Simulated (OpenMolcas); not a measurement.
A calculation on Pt2+.

```yaml
Program: OpenMolcas 26.06
Method: CASSCF
Basis: ANO-RCC-VQZP [9s8p6d4f2g1h]
Scalar_Hamiltonian: DKH2, point nucleus
Active_space: 8 electrons in 5 orbitals (5d)
State_averaging: 2S+1 = 3 even, 10 roots; 2S+1 = 1 even, 15 roots kept (CI in the orbitals of an earlier block)
Spin-orbit_coupling: RASSI with atomic mean-field integrals over the reference wave functions, term energies averaged over their components
```

(1) Which level of the active space comes out lowest?

(2) How high does 5d8 3P1 lie?

(3) How high does 5d8 1S0 lie?

(4) How high does 5d8 3F3 lie?

(5) The level at 8534 cm-1 has J = 2. What is it made of, and what is its g factor?

Measured values: NIST levels as listed in McCann et al., Mon. Not. R. Astron. Soc. 538, 537 (2025).

Answers

(1) 5d8 3F4, with 97 % of that term; it is also the measured ground level.

(2) 22940 cm-1 above the lowest level; measured 16782 cm-1 above the ground level, so the calculation is off by +37 %.

(3) 55448 cm-1 above the lowest level.

(4) 9974 cm-1 above the lowest level; measured 9752 cm-1 above the ground level, so the calculation is off by +2 %.

(5) 46 % 5d8 1D2, 33 % 5d8 3F, 21 % 5d8 3P; g = 0.993, against 1.000 from Landé's formula for the pure leading term.

Configurations with an s electron lie low in 5d ions of this charge, fall among these levels and mix in, so low-spin terms can stand far too high, up to twice their true height, and weights are not those of the real levels. Without dynamic correlation excited terms often stand tens of per cent too high (terms of higher spin than the ground term too low), and those without a measured partner can miss by more than the paired ones. Terms from blocks run as CI alone lack orbitals of their own. Computed and measured levels are paired by configuration, term and J; levels that our copy of the source lacks, or whose pairing is in doubt (as where it misses far off the trend of its configuration), stay unpaired and out of the deviations. Only configurations of the active space appear.
